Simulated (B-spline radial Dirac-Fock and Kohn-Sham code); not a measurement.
**Kohn-Sham estimates against Dirac-Fock for the levels of K¹⁰⁺**

System: K¹⁰⁺ in the configuration 1s2 2s2 2p5.

The density-functional columns are spherical, spin-unpolarised Dirac-Kohn-Sham results without Breit or QED terms: −ε is minus the orbital energy of the initial state and ΔSCF the difference of two total energies. The reference in the last column comes from ΔSCF Dirac-Fock with Breit, self-energy and vacuum polarisation, finite nucleus, configuration average. All numbers are from an atomic code on a B-spline grid, in eV; a selection of levels is shown. The Kohn-Sham columns are given as differences from the reference.

| level | LDA −ε − DF | LDA ΔSCF − DF | Dirac-Fock |
| --- | --- | --- | --- |
| 1s | -116.6 | +7.9 | 3918.3 |
| 2s | -38.1 | -8.6 | 642.8 |
| 2p | -30.6 | +2.4 | 568.4 |

Values without a named source are computed, but for edge energies of neutral atoms, which are taken from tables.
